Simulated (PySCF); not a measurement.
Ionisation energy of Bi²⁺ by level of theory

Bi²⁺ [Xe] 4f14 5d10 6s2 6p1 (2P) → Bi³⁺ [Xe] 4f14 5d10 6s2 (1S), as a difference of total energies. Calculation: PySCF 2.14, in x2c-QZVPPall; scalar relativity by spin-free X2C-1e. Correlated levels: valence: [Xe] 4f14 5d10 frozen; valence and next inner shell: [Kr] 4d10 4f14 frozen. The calculations carry no spin-orbit coupling.

```tsv
method	ionisation energy (eV)	plus first-order spin-orbit estimate	error of that sum (eV)
UHF	23.082	24.523	-1.048
LDA	23.928	25.368	-0.203
PBE	23.667	25.107	-0.464
PBE0	23.696	25.136	-0.435
r2SCAN	23.761	25.201	-0.370
MP2 (valence)	23.308	24.749	-0.822
SCS-MP2 (valence)	23.300	24.741	-0.830
MP2 (valence and next inner shell)	23.585	25.025	-0.546
SCS-MP2 (valence and next inner shell)	23.486	24.926	-0.645
```

Reference: 25.571 eV (measured; NIST Atomic Spectra Database, ionization energies).

A first-order spin-orbit estimate (lowest level to lowest level, LS coupling) adds 1.440 eV.
